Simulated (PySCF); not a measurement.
A structure optimised at B3LYP-D3(BJ)/def2-SVP, used in a PySCF frequency run:

```
S
C 1 1.8247
H 2 1.0977 1 106.77
H 2 1.0977 3 109.65 1 119.92
H 2 1.0993 3 109.84 4 122.20
C 1 1.8247 2 100.10 3 176.28
H 6 1.0977 1 106.77 2 -176.28
H 6 1.0977 7 109.65 1 -119.92
H 6 1.0993 7 109.84 8 -122.20
Au 1 2.3441 2 105.07 3 67.53
Cl 10 2.2868 2 148.05 3 62.14
```

Problem. Write its SMILES, formula and point group.

Solution. C[S](C)->[Au][Cl], C2H6AuClS, Cs

Problem. What are its rotational constants (standard atomic weights)?

Solution. 5.7426, 0.81382, 0.76155 GHz
